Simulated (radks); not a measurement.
Problem. Ti I, configuration [Ar] 3d2 4s2. Method: scalar-relativistic Kohn-Sham, PBE, spin-polarised, spherical densities, finite nucleus; open shells are filled with parallel spins first; Fermi nuclear charge, rms radius 3.5921 fm; computed with a radial shooting solver on a logarithmic mesh with Libxc functionals. Some entries of the table are withheld. Estimate them.

| orbital | occ. | eigenvalue (eV) | r(max) (bohr) |
|---|---|---|---|
| 1s down | 1 | -4868.609 | 0.04555 |
| 1s up | 1 | -4868.599 | 0.04555 |
| 2s up | 1 | -536.9115 | 0.2689 |
| 2s down | 1 | -536.3810 | 0.2688 |
| 2p up | 3 | -444.1782 | 0.2196 |
| 2p down | 3 | -443.7687 | 0.2195 |
| 3s up | 1 | (1) | 0.8697 |
| 3s down | 1 | (2) | 0.8694 |
| 3p up | 3 | (3) | (4) |
| 3p down | 3 | (5) | (6) |
| 3d up | 2 | -4.8193 | 0.9809 |
| 4s up | 1 | -4.6689 | 2.879 |
| 4s down | 1 | -4.1738 | 2.994 |
| 3d down | 0 | -3.3363 | 0.9858 |

Solution. 
(1) 3s up eigenvalue (eV): -63.2488
(2) 3s down eigenvalue (eV): -61.5086
(3) 3p up eigenvalue (eV): -39.4801
(4) 3p up r(max) (bohr): 0.9023
(5) 3p down eigenvalue (eV): -37.7548
(6) 3p down r(max) (bohr): 0.9019
